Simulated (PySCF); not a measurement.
Ga(H)(Me)2 (C2H7Ga), SMILES [GaH]([CH3])[CH3]. Heavy atoms are numbered as in [GaH:1]([CH3:3])[CH3:7]. Hydrogens are named by the atom that carries them.

Geometry optimised at PBE0-D3(BJ)/def2-SVP. The structure was generated by enumeration; whether it is a known compound was not checked.

Method: PBE/pcSseg-1 (PySCF).

GIAO shieldings, no solvent; atoms alike by connectivity are averaged. δ = σ(ref) − σ: ¹H against TMS (σ = 31.49 ppm); ¹³C against TMS (σ = 182.0 ppm), references at their B3LYP-D3(BJ)/def2-TZVP geometries, non-relativistic.

Question: Estimate the chemical shifts. (The exact figures need the calculation; the answer reports its results.)

Answer: 
| nucleus | atoms | count | δ (ppm) |
|---|---|---|---|
| ¹H | H on Ga1 | 1 | 6.98 |
| ¹H | H on C3 | 6 | 0.70 |
| ¹³C | C3 (CH3) | 2 | 6.1 |
